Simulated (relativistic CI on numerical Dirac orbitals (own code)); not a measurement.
Forbidden lines of Hf XXXIX

Computed by Dirac-Coulomb-Breit CI, orbitals from a KLI potential per configuration, QED by a radiative potential, unscaled Slater integrals (own radial code, finite nucleus).

Configuration list (outside the closed core [Ar] 3d10): 4s²4p⁴, 4s4p⁵, 4s²4p³4d, 4p⁶, 4s4p⁴4d, 4s²4p³4f, 4s4p⁴4f, 4p⁵4d, 4s4p³4d², 4s²4p²4d4f, 4p⁵4f, 4p⁴4d4f, 4s4p³4f², 4s²4p³5s, 4p⁵5s, 4s²4p³5p, 4s4p³4d5s, 4s²4p²4f5s, 4s4p⁴5s, 4s²4p³5d, 4s4p⁴5p, 4s²4p³5f, 4s²4p³5g, 4s4p⁴5d, 4p⁴4f5s, 4s4p⁴5f, 4s²4p³6s, 4s²4p²4d², 4s²4p4d³, 4s4p²4d³, 4s²4p4d²4f, 4s4p²4d²4f, 4s²4p4d²5s, 4p⁴4d², 4p³4d³, 4p³4d²4f, 4p³4d²5s, 4s²4p²4d5s, 4s4p²4d²5s, 4s²4p4d4f5s, 4s4p²4d4f5s, 4s²4p4d5s², 4p⁴4d5s, 4p³4d4f5s, 4p³4d5s², 4s²4p²5s², 4s4p²4d5s², 4s²4p4f5s², 4s4p²4f5s². Double excitations out of closed p, d and f shells are left out; levels of such configurations are missing from the list, as are those of other unlisted configurations, and high levels can miss mixing partners. These lack a partner that the ground configuration has and come out too high: 4s²4p³5p, 4s²4p³5d, 4s4p⁴5p, 4s²4p³5f, 4s²4p³5g.

```tsv
λ vac (nm)	Lower	Upper	Type	A (s⁻¹)	gf	Branching (%)
7.5440	4s²4p⁴ ³P2 [1]	4s²4p³4d ³F°4 [10]	M2	5.55e+03	4.26e-08	19.6
13.967	4s²4p³4d ³F°3 [8]	4s²4p³4d ⁵D°4 [23]	M1	9.86e+04	2.60e-06	2.5
14.039	4s²4p³4d ³D°3 [22]	4s²4p³4d ³F°4 [54]	M1	9.00e+05	2.39e-05	10.9
14.184	4s²4p³4d ⁵D°4 [23]	4s²4p³4d ³F°4 [54]	M1	3.88e+06	1.05e-04	47.2
14.260	4s²4p⁴ ³P1 [3]	4s²4p⁴ ³P0 [11]	M1	1.12e+07	3.42e-05	94.0
14.874	4s²4p⁴ ³P2 [1]	4s²4p⁴ ¹D2 [4]	E2	1.51e+05	2.51e-06	5.6
14.874	4s²4p⁴ ³P2 [1]	4s²4p⁴ ¹D2 [4]	M1	2.52e+06	4.17e-05	93.4
14.972	4s²4p³4d ³F°2 [5]	4s²4p³4d ³G°4 [20]	E2	3.84e+04	1.16e-06	4.6
15.030	4s²4p⁴ ¹D2 [4]	4s²4p⁴ ³P0 [11]	E2	4.70e+05	1.59e-06	3.9
15.100	4s4p⁵ ³P°2 [9]	4s²4p³4d ³F°4 [26]	E2	3.91e+04	1.20e-06	4.4
15.142	4s²4p³4d ³F°4 [26]	4s²4p³4d ³F°4 [54]	M1	5.29e+05	1.64e-05	6.4
15.338	4s²4p³4d ³F°4 [10]	4s²4p³4d ³G°5 [30]	E2	7.85e+04	3.05e-06	8.8
15.338	4s²4p³4d ³F°4 [10]	4s²4p³4d ³G°5 [30]	M1	7.60e+05	2.95e-05	85.3
15.461	4s²4p³4d ³G°5 [30]	4s²4p³4d ³F°4 [54]	M1	1.05e+06	3.37e-05	12.7
15.665	4s²4p³4d ³F°4 [10]	4s²4p³4d ³F°4 [26]	E2	5.51e+04	1.83e-06	6.1
15.665	4s²4p³4d ³F°4 [10]	4s²4p³4d ³F°4 [26]	M1	4.36e+05	1.44e-05	48.5
15.682	4s²4p³4d ³F°3 [8]	4s²4p³4d ³G°4 [20]	E2	7.78e+04	2.58e-06	9.3
15.682	4s²4p³4d ³F°3 [8]	4s²4p³4d ³G°4 [20]	M1	6.70e+05	2.22e-05	80.4
15.715	4s²4p⁴ ³P2 [1]	4s²4p⁴ ³P1 [3]	M1	3.98e+06	4.42e-05	75.3
16.842	4s²4p³4d ³F°4 [10]	4s²4p³4d ⁵D°4 [23]	M1	2.85e+06	1.09e-04	71.4
17.686	4s²4p⁴ ¹S0 [2]	4s²4p⁴ ³P1 [3]	M1	1.22e+06	1.71e-05	23.0
17.929	4s²4p³4d ¹F°3 [33]	4s²4p³4d ³F°4 [54]	M1	3.92e+05	1.70e-05	4.8
18.817	4s²4p³4d ³D°3 [12]	4s²4p³4d ³F°4 [26]	M1	3.07e+05	1.47e-05	34.2
19.401	4s²4p³4d ³F°4 [10]	4s²4p³4d ³G°4 [20]	M1	1.82e+04	9.26e-07	2.2
20.318	4s²4p³4d ¹F°3 [37]	4s²4p³4d ³F°4 [54]	M1	8.30e+05	4.62e-05	10.1
20.541	4s²4p³4d ³D°3 [12]	4s²4p³4d ⁵D°4 [23]	M1	1.00e+06	5.72e-05	25.2
24.479	4s²4p³4d ³D°3 [12]	4s²4p³4d ³G°4 [20]	M1	2.61e+04	2.11e-06	3.1
63.098	4s²4p³4d ³F°3 [19]	4s²4p³4d ³F°4 [26]	M1	2.27e+04	1.22e-05	2.5
73.231	4s²4p³4d ³G°4 [20]	4s²4p³4d ³G°5 [30]	M1	2.81e+04	2.48e-05	3.2
81.802	4s²4p³4d ³F°3 [8]	4s²4p³4d ³F°4 [10]	M1	2.27e+04	2.05e-05	80.3
```

Terms are leading LS components. Brackets give the number of a level in order of energy, since labels repeat. The list gives strong lines, with weight on those to low levels, among the lowest 400 of 10723 levels, so that lines to higher ones, which can be the strongest, are missing. Levels whose partners in the same complex of configurations lie outside the list can be far off, and so can their lines. Rates are taken at the computed energies, electric ones in the length gauge.

At this charge energies of transitions that change n are usually good to better than 1 %, and those within a shell (Δn = 0) to a few per cent.

LS names give the leading component of a level, which can be under half, so a name can repeat, a term be missing and a line seem to break the LS rules.
